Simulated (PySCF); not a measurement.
C7H7BO3, SMILES c1cccc(C=O)c1B(O)O, GFN2-xTB optimised geometry.

```
18

O     -1.72    -2.67     0.01
C     -2.04    -1.50     0.00
C     -1.19    -0.31     0.00
C     -1.88     0.91     0.00
C     -1.22     2.12     0.00
C      0.16     2.13     0.00
C      0.86     0.93     0.00
C      0.23    -0.31     0.00
B      1.23    -1.57     0.00
O      2.55    -1.25    -0.02
O      0.90    -2.87     0.00
H     -3.12    -1.24     0.00
H     -2.96     0.89     0.00
H     -1.78     3.04     0.00
H      0.70     3.07     0.00
H      1.94     0.94     0.00
H      3.12    -2.02    -0.02
H     -0.05    -3.07     0.01
```

Density from B3LYP/def2-SVP (PySCF) at that geometry.

Minimum of the electron density along straight lines between bonded atoms, close to the bond critical point (lines longer than 1.1 times the sum of covalent radii, or with two minima, are not listed):

```
bond     length / Å  ρ at the minimum / e bohr⁻³  ∇²ρ there / e bohr⁻⁵  position (fraction from the first atom)
-------  ----------  ---------------------------  --------------------  ---------------------------------------
O1–C2         1.212                        0.404                  0.41                                     0.67
C2–C3         1.461                        0.281                 -0.71                                     0.51
C3–C4         1.403                        0.305                 -0.77                                     0.50
C4–C5         1.378                        0.319                 -0.84                                     0.50
C5–C6         1.386                        0.314                 -0.82                                     0.50
C6–C7         1.382                        0.317                 -0.84                                     0.51
C3–C8         1.414                        0.296                 -0.72                                     0.51
C7–C8         1.396                        0.308                 -0.78                                     0.50
C8–B9         1.606                        0.172            (withheld)                                     0.68
B9–O10        1.361                        0.203                  1.12                                     0.33
B9–O11        1.340                        0.215                  1.22                                     0.33
C2–H12        1.108                        0.279                 -1.05                                     0.64
C4–H13        1.081                        0.284                 -1.08                                     0.63
C5–H14        1.080                        0.285                 -1.09                                     0.63
C6–H15        1.080                        0.285                 -1.10                                     0.63
C7–H16        1.079                        0.289                 -1.14                                     0.64
O10–H17       0.958                        0.357                 -2.38                                     0.81
O11–H18       0.972                        0.336                 -2.44                                     0.83
```

**Question.** What belongs in the gaps?

**Answer.** 
- C8–B9, ∇²ρ there / e bohr⁻⁵: -0.17
